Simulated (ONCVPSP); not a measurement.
# Transferability test, ONCV potential for Ag (Z = 47)

```json
{
 "Element": "silver (Ag)",
 "Generator": "ONCVPSP 4.0.1",
 "Type": "optimised norm-conserving Vanderbilt (ONCV)",
 "Functional": "PBE",
 "Relativity": "scalar-relativistic",
 "Frozen core": "[Ar] 3d10",
 "Valence charge": "19",
 "Reference configuration": "4s2 4p6 4d10 5s0.5 (charge +0.5)",
 "Partial waves": "4s+5s: rc 1.55 bohr, ncon 4, nbas 7, qcut 6.6 1/bohr, 3 projectors, debl 1.8 Ha; 4p: rc 1.70 bohr, ncon 3, nbas 6, qcut 10.2 1/bohr, 3 projectors, debl 2 Ha; 4d: rc 1.75 bohr, ncon 4, nbas 9, qcut 7.5 1/bohr, 1 projector",
 "Local potential": "polynomial inside 1.40 bohr (lpopt 5, dvloc0 3 Ha)",
 "Core correction": "Teter function fitted to the true core (icmod 2), fcfact 0.3"
}
```

In the p channel the program set the typed energies aside and used -2.297, 0.250, 2.250 Ha.

Energies are relative to the spin-unpolarised reference configuration 4s2 4p6 4d10 5s0.5; without spin polarisation the order of configurations can differ from experiment.

```tsv
valence configuration	charge	ΔE all-electron (eV)	error AE − PS (meV)
4s2 4p6 4d10 5s1	0	-3.017	+0.5
4s2 4p6 4d9 5s0	+2	26.855	-7.9
4s2 4p6 4d9 5s1 5p1	0	5.555	-0.1
```

Q: What are ΔE and the potential's error for 4s2 4p6 4d10 5s0?

A: ΔE = 4.741 eV all-electron; the error (AE − PS) is -0.9 meV.

Levels in the configuration 4s2 4p6 4d9 5s0:

```json
{"level": "4s", "all-electron (eV)": "-117.600", "pseudo (eV)": "-117.634"}
{"level": "4p", "all-electron (eV)": "-80.977", "pseudo (eV)": "-81.005"}
{"level": "4d", "all-electron (eV)": "-28.891", "pseudo (eV)": "-28.899"}
```
